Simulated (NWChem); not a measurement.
System: NbF5; SMILES [F][Nb]([F])([F])([F])[F]

Here is an NWChem input.

```
start job
memory heap 200 mb stack 900 mb global 1100 mb
geometry units angstroms noautoz
  Nb     0.000000     0.000000     0.000000
  F      0.469223     1.770699     0.000000
  F      1.298859    -1.291708     0.000000
  F     -1.768082    -0.478991     0.000000
  F      0.000000     0.000000    -1.863257
  F      0.000000     0.000000     1.863257
end
basis spherical
  * library def2-svpd
end
ecp
  Nb library def2-ecp
end
dft
  xc b3lyp
  iterations 150
  mulliken
end
task dft gradient
```

Excerpt of the output:

```
             Northwest Computational Chemistry Package (NWChem) 7.3.0
             --------------------------------------------------------

 D3H symmetry detected

                             Geometry "geometry" -> ""
                             -------------------------

 Output coordinates in angstroms (scale by  1.889725989 to convert to a.u.)

  No.       Tag          Charge          X              Y              Z
 ---- ---------------- ---------- -------------- -------------- --------------
    1 Nb                  41.0000     0.00000000     0.00000000     0.00000000
    2 F                    9.0000    -0.47410854     1.76939717     0.00000000
    3 F                    9.0000    -1.29528863    -1.29528863     0.00000000
    4 F                    9.0000     1.76939717    -0.47410854     0.00000000
    5 F                    9.0000     0.00000000     0.00000000     1.86325700
    6 F                    9.0000     0.00000000     0.00000000    -1.86325700

 Effective nuclear repulsion energy (a.u.)     679.8467054956

      Symmetry information
      --------------------

 Group name             D3h
 Group number             27
 Group order              12
 No. of unique centers     3

                                 NWChem DFT Module
                                 -----------------

 Summary of "ao basis" -> "ao basis" (spherical)
 ------------------------------------------------------------------------------
       Tag                 Description            Shells   Functions and Types
 ---------------- ------------------------------  ------  ---------------------
 Nb                        def2-svpd                12       34   5s4p2d1f
 F                         def2-svpd                 9       23   4s3p2d

      Symmetry analysis of basis
      --------------------------

        a1'        28
        a1"         2
        a2'         6
        a2"        19
        e'         60
        e"         34

  Rotation of axis

            General Information
            -------------------
          SCF calculation type: DFT
          Wavefunction type:  closed shell.
          No. of atoms     :     6
          No. of electrons :    58
           Alpha electrons :    29
            Beta electrons :    29
          Charge           :     0
          Spin multiplicity:     1
          Use of symmetry is: on ; symmetry adaption is: on
          Maximum number of iterations: 150
          AO basis - number of functions:   149
                     number of shells:    57
          Convergence on energy requested:  1.00D-06
          Convergence on density requested:  1.00D-05
          Convergence on gradient requested:  5.00D-04

              XC Information
              --------------
                         B3LYP Method XC Potential
                     Hartree-Fock (Exact) Exchange  0.200
                        Slater Exchange Functional  0.800 local
                    Becke 1988 Exchange Functional  0.720 non-local
              Lee-Yang-Parr Correlation Functional  0.810
                  VWN I RPA Correlation Functional  0.190 local

             Grid Information
             ----------------
          Grid used for XC integration:  medium
          Radial quadrature: Mura-Knowles
          Angular quadrature: Lebedev.
          Tag              B.-S. Rad. Rad. Pts. Rad. Cut. Ang. Pts.
          ---              ---------- --------- --------- ---------
          Nb                  1.45      123           9.0       590
          F                   0.50       49          11.0       434
          Grid pruning is: on
          Number of quadrature shells:   221
          Spatial weights used:  Erf1

      Superposition of Atomic Density Guess
      -------------------------------------

 Sum of atomic energies:        -561.23829526

      Non-variational initial energy
      ------------------------------

 Total energy =    -552.593178
 1-e energy   =   -1422.995172
 2-e energy   =     552.088960
 HOMO         =      -0.651314
 LUMO         =      -0.024344

      Symmetry analysis of molecular orbitals - initial
      -------------------------------------------------

  Numbering of irreducible representations:

     1 a1'         2 a1"         3 a2'         4 a2"         5 e'
     6 e"

  Orbital symmetries:

     1 a1'         2 e'          3 e'          4 a1'         5 a2"
     6 a1'         7 a2"         8 e'          9 e'         10 a1'
    11 a1'        12 e'         13 e'         14 a2"        15 a1'
    16 e"         17 e"         18 e'         19 e'         20 a1'
    21 a2"        22 a2'        23 e'         24 e'         25 e'
    26 e'         27 e"         28 e"         29 a2"        30 a1'
    31 e"         32 e"         33 e'         34 e'         35 a2"
    36 e'         37 e'         38 a1'        39 a1'

     ---------------------------------------------
      Total Density - Mulliken Population Analysis
     ---------------------------------------------

    Atom       Charge   Shell Charges
 -----------   ------   -------------------------------------------------------
    1 Nb  13     8.60  -0.33  1.61  0.76 -0.08  0.02  5.93 -0.01 -0.02 -0.03  0.86 -0.21  0.11
    2 F    9     9.85   1.99  1.16  0.79  0.01  3.57  2.15  0.16  0.00  0.01
    3 F    9     9.85   1.99  1.16  0.79  0.01  3.57  2.15  0.16  0.00  0.01
    4 F    9     9.85   1.99  1.16  0.79  0.01  3.57  2.15  0.16  0.00  0.01
    5 F    9     9.93   1.99  1.16  0.80  0.05  3.58  2.16  0.17  0.00  0.01
    6 F    9     9.93   1.99  1.16  0.80  0.05  3.58  2.16  0.17  0.00  0.01

   convergence    iter        energy       DeltaE   RMS-Dens  Diis-err
 ---------------- ----- ----------------- --------- --------- ---------
 d= 0,ls=0.0,diis     1   -555.6901150877 -8.74D+02  3.54D-02  3.79D+00
 d= 0,ls=0.0,diis     2   -550.7693524159  4.92D+00  2.52D-02  5.90D+01
 d= 0,ls=0.0,diis     3   -556.1268446689 -5.36D+00  3.34D-03  5.20D-01
 d= 0,ls=0.0,diis     4   -556.1437445127 -1.69D-02  1.71D-03  3.12D-01
 d= 0,ls=0.0,diis     5   -556.1703983477 -2.67D-02  4.49D-04  5.27D-03
  Resetting Diis
 d= 0,ls=0.0,diis     6   -556.1710182224 -6.20D-04  7.68D-05  3.96D-04
 d= 0,ls=0.0,diis     7   -556.1710495997 -3.14D-05  1.77D-05  3.59D-06
 d= 0,ls=0.0,diis     8   -556.1710491810  4.19D-07  1.06D-05  8.33D-06
 d= 0,ls=0.0,diis     9   -556.1710498565 -6.76D-07  1.92D-06  3.58D-07

         Total DFT energy =     -556.171049856547
      One electron energy =    -1425.898553421783
           Coulomb energy =      610.525059611575
    Exchange-Corr. energy =      -59.110589342567
 Nuclear repulsion energy =      318.313033296228

 Numeric. integr. density =       57.999998438320

                  Occupations of the irreducible representations
                  ----------------------------------------------

                     irrep           alpha         beta
                     --------     --------     --------
                     a1'               7.0          7.0
                     a1"               0.0          0.0
                     a2'               1.0          1.0
                     a2"               5.0          5.0
                     e'               12.0         12.0
                     e"                4.0          4.0

                       DFT Final Molecular Orbital Analysis
                       ------------------------------------

 Vector   27  Occ=2.000000D+00  E=-4.524993D-01  Symmetry=a2"
              MO Center=  1.0D-14, -3.1D-15,  1.9D-14, r^2= 4.0D+00
   Bfn.  Coefficient  Atom+Function         Bfn.  Coefficient  Atom+Function
  ----- ------------  ---------------      ----- ------------  ---------------
   110      0.469939  5 F  pz               133      0.469939  6 F  pz
   113     -0.300252  5 F  pz               136     -0.300252  6 F  pz
     8     -0.267437  1 Nb pz                17     -0.122818  1 Nb pz
   116     -0.089136  5 F  pz               139     -0.089136  6 F  pz
    41      0.084432  2 F  pz                64      0.084432  3 F  pz

 Vector   28  Occ=2.000000D+00  E=-4.450857D-01  Symmetry=e"
              MO Center= -3.6D-01,  6.3D-02,  8.3D-13, r^2= 3.7D+00
   Bfn.  Coefficient  Atom+Function         Bfn.  Coefficient  Atom+Function
  ----- ------------  ---------------      ----- ------------  ---------------
   109      0.348944  5 F  py               132     -0.348944  6 F  py
    64      0.326997  3 F  pz                41     -0.310600  2 F  pz
   112     -0.231692  5 F  py               135      0.231692  6 F  py
    67     -0.216146  3 F  pz                44      0.205308  2 F  pz
   108      0.110360  5 F  px               131     -0.110360  6 F  px

 Vector   29  Occ=2.000000D+00  E=-4.450857D-01  Symmetry=e"
              MO Center=  3.6D-01, -6.3D-02, -1.6D-14, r^2= 3.7D+00
   Bfn.  Coefficient  Atom+Function         Bfn.  Coefficient  Atom+Function
  ----- ------------  ---------------      ----- ------------  ---------------
    87      0.368117  4 F  pz               108     -0.348944  5 F  px
   131      0.348944  6 F  px                90     -0.243327  4 F  pz
   111      0.231692  5 F  px               134     -0.231692  6 F  px
    41     -0.198259  2 F  pz                64     -0.169858  3 F  pz
    44      0.131050  2 F  pz                67      0.112277  3 F  pz

 Vector   30  Occ=0.000000D+00  E=-1.414657D-01  Symmetry=e"
              MO Center= -2.0D-02,  4.9D-02, -1.1D-14, r^2= 1.7D+00
   Bfn.  Coefficient  Atom+Function         Bfn.  Coefficient  Atom+Function
  ----- ------------  ---------------      ----- ------------  ---------------
    19      0.916322  1 Nb d -1             109      0.194299  5 F  py
   132     -0.194299  6 F  py                21      0.182942  1 Nb d  1
    41      0.183438  2 F  pz               112     -0.148385  5 F  py
   135      0.148385  6 F  py                44     -0.141164  2 F  pz
    24      0.136305  1 Nb d -1              64     -0.102018  3 F  pz

 Vector   31  Occ=0.000000D+00  E=-1.414657D-01  Symmetry=e"
              MO Center=  2.0D-02, -4.9D-02, -5.9D-15, r^2= 1.7D+00
   Bfn.  Coefficient  Atom+Function         Bfn.  Coefficient  Atom+Function
  ----- ------------  ---------------      ----- ------------  ---------------
    21      0.916322  1 Nb d  1             108     -0.194299  5 F  px
   131      0.194299  6 F  px                19     -0.182942  1 Nb d -1
    87     -0.164808  4 F  pz                64      0.152915  3 F  pz
   111      0.148385  5 F  px               134     -0.148385  6 F  px
    26      0.136305  1 Nb d  1              90      0.126828  4 F  pz

 Vector   32  Occ=0.000000D+00  E=-9.456273D-02  Symmetry=e'
              MO Center=  1.9D-02,  1.2D-01, -1.2D-15, r^2= 1.9D+00
   Bfn.  Coefficient  Atom+Function         Bfn.  Coefficient  Atom+Function
  ----- ------------  ---------------      ----- ------------  ---------------
    18      0.857446  1 Nb d -2              22     -0.276502  1 Nb d  2
    39      0.205209  2 F  px                 6     -0.199747  1 Nb px
    62      0.193669  3 F  px                85      0.192981  4 F  px
    15      0.179007  1 Nb px                88     -0.167479  4 F  px
    65     -0.166550  3 F  px                42     -0.150994  2 F  px

     ---------------------------------------------
      Total Density - Mulliken Population Analysis
     ---------------------------------------------

    Atom       Charge   Shell Charges
 -----------   ------   -------------------------------------------------------
    1 Nb  13    10.22  -0.35  1.73  0.67 -0.03 -0.01  6.05  0.11 -0.06 -0.13  2.13 -0.08  0.18
    2 F    9     9.53   1.99  1.14  0.80  0.07  3.33  1.99  0.20  0.00  0.01
    3 F    9     9.53   1.99  1.14  0.80  0.07  3.33  1.99  0.20  0.00  0.01
    4 F    9     9.53   1.99  1.14  0.80  0.07  3.33  1.99  0.20  0.00  0.01
    5 F    9     9.59   1.99  1.14  0.80  0.09  3.33  2.01  0.21  0.00  0.01
    6 F    9     9.59   1.99  1.14  0.80  0.09  3.33  2.01  0.21  0.00  0.01

     -------------------------------------------
      Total Density - Lowdin Population Analysis
     -------------------------------------------

    Atom       Charge   Shell Charges
 -----------   ------   -------------------------------------------------------
    1 Nb  13    10.99   0.01  0.93  0.65  0.12  0.05  5.22  0.60  0.09  0.28  1.87  0.81  0.34
    2 F    9     9.39   1.98  1.01  0.66  0.13  3.21  1.97  0.27  0.00  0.18
    3 F    9     9.39   1.98  1.01  0.66  0.13  3.21  1.97  0.27  0.00  0.18
    4 F    9     9.39   1.98  1.01  0.66  0.13  3.21  1.97  0.27  0.00  0.18
    5 F    9     9.42   1.98  1.01  0.67  0.13  3.21  1.98  0.28  0.00  0.17
    6 F    9     9.42   1.98  1.01  0.67  0.13  3.21  1.98  0.28  0.00  0.17

     Multipole analysis of the density
     ---------------------------------

     L   x y z        total         alpha         beta         nuclear
     -   - - -        -----         -----         ----         -------
     0   0 0 0      0.000000    -29.000000    -29.000000     58.000000

     1   1 0 0      0.000000      0.000000      0.000000     -0.000000
     1   0 1 0     -0.000000     -0.000000     -0.000000     -0.000000
     1   0 0 1      0.000000      0.000000      0.000000      0.000000

     2   2 0 0    -35.860743    -98.814730    -98.814730    161.768716
     2   1 1 0     -0.000000     -0.000000     -0.000000      0.000000
     2   1 0 1     -0.000000     -0.000000     -0.000000      0.000000
     2   0 2 0    -35.860743    -98.814730    -98.814730    161.768716
     2   0 1 1     -0.000000     -0.000000     -0.000000      0.000000
     2   0 0 2    -39.644207   -131.401936   -131.401936    223.159664

            General Information
            -------------------
          SCF calculation type: DFT
          Wavefunction type:  closed shell.
          No. of atoms     :     6
          No. of electrons :    58
           Alpha electrons :    29
            Beta electrons :    29
          Charge           :     0
          Spin multiplicity:     1
          Use of symmetry is: on ; symmetry adaption is: on
          Maximum number of iterations: 150
          AO basis - number of functions:   149
                     number of shells:    57
          Convergence on energy requested:  1.00D-06
          Convergence on density requested:  1.00D-05
          Convergence on gradient requested:  5.00D-04

              XC Information
              --------------
                         B3LYP Method XC Potential
                     Hartree-Fock (Exact) Exchange  0.200
                        Slater Exchange Functional  0.800 local
                    Becke 1988 Exchange Functional  0.720 non-local
              Lee-Yang-Parr Correlation Functional  0.810
                  VWN I RPA Correlation Functional  0.190 local

[...]

                         DFT ENERGY GRADIENTS

    atom               coordinates                        gradient
                 x          y          z           x          y          z
   1 Nb      0.000000   0.000000   0.000000   -0.000000  -0.000000   0.000000
   2 F      -0.895935   3.343676   0.000000    0.003373  -0.012589   0.000000
   3 F      -2.447741  -2.447741   0.000000    0.009216   0.009216   0.000000
   4 F       3.343676  -0.895935   0.000000   -0.012589   0.003373   0.000000
   5 F       0.000000   0.000000   3.521045    0.000000  -0.000000  -0.012222
   6 F       0.000000   0.000000  -3.521045    0.000000   0.000000   0.012222
```

Level: B3LYP/def2-SVPD with def2 effective core potentials on Nb. The geometry was optimised at PBE0/def2-SVP. No frequency run checked for a minimum. B3LYP is NWChem's, with the RPA form of VWN correlation. def2 effective core potentials on Nb; no spin-orbit coupling.
